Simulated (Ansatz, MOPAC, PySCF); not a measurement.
Pair of molecules: HF (SMILES F) (first 2 atoms) with SiH4 (SMILES [SiH4]); geometry from B3LYP-D3(BJ)/def2-TZVP, rigid monomers moved along the line of their centres of mass till H2···H4 is 2.01 Å.
(charge 0, multiplicity 1):
```xyz
7

F     -0.20220    -0.42935    -0.46784
H     -0.10079    -0.77049     0.39116
Si    -0.02676     0.17870     3.32299
H      0.05888    -0.97350     2.38231
H      1.06094     1.12686     3.00827
H      0.12675    -0.35352     4.69312
H     -1.34519     0.82401     3.16026
```

Counterpoise-corrected where a basis set is named; no monomer relaxation. Rows marked so take none.

Correlated levels freeze the cores. CBS: X⁻³ extrapolation of the correlation energy, Hartree–Fock from the larger set. Rows in 3-21G, 6-31G*, STO-3G carry no dispersion term and start afresh at each structure (6-31G* with six Cartesian d functions). MP2/6-31G* freezes PySCF's default core. The state that PM3 reach isn't checked.

Codes used: Ansatz (a quantum-chemistry and plane-wave program) with Gaussian orbitals; MOPAC for PM3 (differences of heats of formation); PySCF for 3-21G rows, 6-31G* rows, STO-3G rows, the dispersion terms. 

Other levels give for the interaction energy: PBE/def2-TZVPPD -1.55; B3LYP/def2-TZVPPD -1.07; B3LYP-D3(BJ)/def2-TZVPPD -1.77; wB97M-V/def2-TZVPPD -1.44; CCSD(T)/CBS(aug-cc-pV(D+d)Z, aug-cc-pV(T+d)Z) -1.39 kcal/mol.

Common cheap choices:

```
level                            interaction energy (kcal/mol)  less -1.39 (CCSD(T)/CBS(aug-cc-pV(D+d)Z, aug-cc-pV(T+d)Z))
-------------------------------  -----------------------------  ----------------------------------------------------------
PM3                                                      -2.17                                                       -0.78
HF/STO-3G (no counterpoise)                               0.47                                                        1.87
HF/3-21G (no counterpoise)                               -1.39                                                        0.00
HF/6-31G* (no counterpoise)                              -0.96                                                        0.43
B3LYP/6-31G*                                             -0.86                                                        0.54
B3LYP/6-31G* (no counterpoise)                           -2.06                                                       -0.67
M06-2X/6-31G* (no counterpoise)                          -1.85                                                       -0.46
MP2/6-31G*                                               -0.42                                                        0.98
```
